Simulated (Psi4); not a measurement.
C₂Cl₂O₂Pt, singlet, at a GFN2-xTB geometry (such geometries of metal compounds can be far from the true shape) (core potentials on Pt); HF/def2-SVP in Psi4 1.11.

The Psi4 input:
```
memory 2 GB

molecule mol {
0 1
  Pt    0.000000    0.000000   -0.000000
  Cl    2.122640   -0.925536    0.001587
  Cl   -2.122640    0.925536   -0.001587
  O     1.140191    2.793476    0.029027
  C     0.726436    1.746043    0.018205
  O    -1.140191   -2.793476   -0.029027
  C    -0.726436   -1.746043   -0.018205
}

set basis def2-svp
set reference rhf
set damping_percentage 50

energy('scf')
print_variables()
```

The log (banner, timings and long lists left out):

```
   => Loading Basis Set <=

    Name: DEF2-SVP
    Role: ORBITAL
    Keyword: BASIS

    !!!  WARNING: ECP capability is in beta. Please check occupations closely.  !!!

         ---------------------------------------------------------
                                   SCF
               by Justin Turney, Rob Parrish, Andy Simmonett
                          and Daniel G. A. Smith
                              RHF Reference
         ---------------------------------------------------------

  ==> Geometry <==

    Molecular point group: ci
    Full point group: Ci

    Geometry (in Angstrom), charge = 0, multiplicity = 1:

       Center              X                  Y                   Z               Mass
    ------------   -----------------  -----------------  -----------------  -----------------
         PT           0.000000000000     0.000000000000     0.000000000000   194.964791700000
         CL           2.122640000000    -0.925536000000     0.001587000000    34.968852682000
         CL          -2.122640000000     0.925536000000    -0.001587000000    34.968852682000
         O            1.140191000000     2.793476000000     0.029027000000    15.994914619570
         C            0.726436000000     1.746043000000     0.018205000000    12.000000000000
         O           -1.140191000000    -2.793476000000    -0.029027000000    15.994914619570
         C           -0.726436000000    -1.746043000000    -0.018205000000    12.000000000000

  Running in ci symmetry.

  Rotational constants: A =      0.04585  B =      0.04385  C =      0.02241 [cm^-1]
  Rotational constants: A =   1374.51908  B =   1314.60841  C =    671.94819 [MHz]
  Nuclear repulsion =  497.851292524825965

  Charge       = 0
  Multiplicity = 1
  Electrons    = 80
  Nalpha       = 40
  Nbeta        = 40

  ==> Algorithm <==

  SCF Algorithm Type is DF.
  DIIS enabled.
  MOM disabled.
  Fractional occupation disabled.
  Guess Type is SAD.
  Energy threshold   = 1.00e-06
  Density threshold  = 1.00e-06
  Integral threshold = 1.00e-12

  ==> Primary Basis <==

  Basis Set: DEF2-SVP
    Blend: DEF2-SVP
    Number of shells: 52
    Number of basis functions: 124
    Number of Cartesian functions: 135
    Spherical Harmonics?: true
    Max angular momentum: 3

  Core potential: DEF2-SVP
    Number of shells: 4
    Number of ECP primitives: 10
    Number of ECP core electrons: 60
    Max angular momentum: 3

   => Loading Basis Set <=

    Name: (DEF2-SVP AUX)
    Role: JKFIT
[...]
   @DF-RHF iter  89: -1262.50426919992151   -2.21197e-04   1.62862e-05 DIIS/DAMP=50%
   @DF-RHF iter  90: -1262.50392799564861    3.41204e-04   1.21984e-05 DIIS/DAMP=50%
   @DF-RHF iter  91: -1262.50386198855699    6.60071e-05   1.17307e-05 DIIS/DAMP=50%
   @DF-RHF iter  92: -1262.50260201087440    1.25998e-03   1.50500e-05 DIIS/DAMP=50%
   @DF-RHF iter  93: -1262.50385946541883   -1.25745e-03   2.44690e-05 DIIS/DAMP=50%
   @DF-RHF iter  94: -1262.50347254365261    3.86922e-04   2.37427e-05 DIIS/DAMP=50%
   @DF-RHF iter  95: -1262.50280110903282    6.71435e-04   2.76635e-05 DIIS/DAMP=50%
   @DF-RHF iter  96: -1262.50394386080961   -1.14275e-03   5.29796e-05 DIIS/DAMP=50%
   @DF-RHF iter  97: -1262.50286385145478    1.08001e-03   5.65106e-05 DIIS/DAMP=50%
   @DF-RHF iter  98: -1262.50357258051508   -7.08729e-04   6.39228e-05 DIIS/DAMP=50%
   @DF-RHF iter  99: -1262.50444700719436   -8.74427e-04   7.00342e-05 DIIS/DAMP=50%
   @DF-RHF iter 100: -1262.50552254829790   -1.07554e-03   1.16915e-04 DIIS/ADIIS/DAMP=50%

PsiException: Could not converge SCF iterations in 100 iterations.

  Failed to converge.

Traceback (most recent call last):
  File "psi4", line 375, in <module>
  File "<string>", line 29, in <module>
  File "site-packages/psi4/driver/driver.py", line 533, in energy
  File "site-packages/psi4/driver/procrouting/proc.py", line 2760, in run_scf
  File "site-packages/psi4/driver/procrouting/proc.py", line 2047, in scf_helper
  File "site-packages/psi4/driver/procrouting/scf_proc/scf_iterator.py", line 93, in scf_compute_energy
  File "site-packages/psi4/driver/procrouting/scf_proc/scf_iterator.py", line 86, in scf_compute_energy
  File "site-packages/psi4/driver/procrouting/scf_proc/scf_iterator.py", line 609, in scf_iterate

psi4.driver.p4util.exceptions.SCFConvergenceError: Could not converge SCF iterations in 100 iterations.

Printing out the relevant lines from the Psithon --> Python processed input file:
    ""","mol")
    core.IO.set_default_namespace("mol")
    core.set_global_option("BASIS", "def2-svp")
    core.set_global_option("REFERENCE", "rhf")
    core.set_global_option("DAMPING_PERCENTAGE", 50)
--> energy('scf')
    print_variables()

!-------------------------------------------------------!
!                                                       !
!  Could not converge SCF iterations in 100 iterations. !
!                                                       !
!-------------------------------------------------------!
```

Convergence was not reached.
